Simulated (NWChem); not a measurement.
System: SiP₂H₆O; SMILES P[SiH](P)O

Input file for NWChem:

```
start job
memory heap 200 mb stack 900 mb global 1100 mb
geometry units angstroms noautosym nocenter noautoz
  Si     0.396278    -0.019167    -0.342057
  O      1.795843    -0.292114     0.527126
  P     -0.796179     1.809426     0.268627
  P     -0.903550    -1.810499     0.096431
  H      0.708703     0.161708    -1.796936
  H      2.496992     0.359821     0.430700
  H     -0.571078     1.596176     1.663080
  H      0.313577     2.700318     0.124087
  H     -1.801343    -1.488385    -0.968964
  H     -0.119001    -2.693216    -0.708441
end
basis spherical
  * library 6-31g*
end
dft
  xc m05-2x
  iterations 150
end
cosmo
  do_cosmo_smd true
  solvent cychexan
end
task dft energy
```

The geometry was optimised at PBE0/def2-SVP. Solvent: cyclohexane.

Level: M05-2X/6-31G* with SMD (1 M gas to 1 M solution), gas-phase geometry. Reactions with the solvent are ignored.

Question: What results follow from this input? (M05-2X/6-31G* (spherical d), SMD on the gas-phase geometry.) Quantities: solvation free energy (kcal/mol); cavity-dispersion-structure term (kcal/mol); dipole in solution (D).

Answer: 
| Item | Result |
|---|---|
| solvation free energy (kcal/mol) | -1.8 |
| cavity-dispersion-structure term (kcal/mol) | 0.9 |
| dipole in solution (D) | 2.63 |
